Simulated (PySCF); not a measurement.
Ge(OH)3(NH2) (GeH5NO3), SMILES [OH][Ge]([NH2])([OH])[OH]. Atoms are numbered in the order given.

```xyz
10

N      1.5226    -0.6590    -0.7314
Ge     0.0094     0.0010    -0.0081
O      0.1136     1.5860     0.7646
O     -1.1097     0.0870    -1.3671
O     -0.5683    -1.0196     1.3156
H      1.6514    -0.4289    -1.7129
H      2.3810    -0.4933    -0.2147
H     -0.1383     1.5346     1.6949
H     -1.8349     0.7002    -1.2014
H     -0.5021    -1.9590     1.1079
```

Geometry: ωB97X-D3(BJ)/def2-SVP. The structure was generated by enumeration, and PubChem lists no compound with its InChIKey, so it may never have been made. One conformer was computed; it need not be the lowest.

These are PySCF with PBE/pcSseg-1 values and carry that method's errors.

GIAO shieldings, no solvent; atoms listed in one row are averaged. δ = σ(ref) − σ: ¹⁵N against NH3 (σ = 267.0 ppm); ⁷³Ge against GeH4 (σ = 1614.4 ppm); ¹⁷O against H2O (σ = 334.3 ppm); ¹H against TMS (σ = 31.49 ppm), references at their B3LYP-D3(BJ)/def2-TZVP geometries, non-relativistic.

Computed chemical shifts:
```csv
nucleus,atoms,count,δ (ppm)
¹⁵N,N1,1,26.2
⁷³Ge,Ge2,1,384.2
¹⁷O,O5,1,66.2
¹⁷O,O4,1,61.8
¹⁷O,O3,1,57.5
¹H,H8,1,1.61
¹H,H10,1,1.52
¹H,H9,1,1.32
¹H,H6,1,1.04
¹H,H7,1,0.55
```
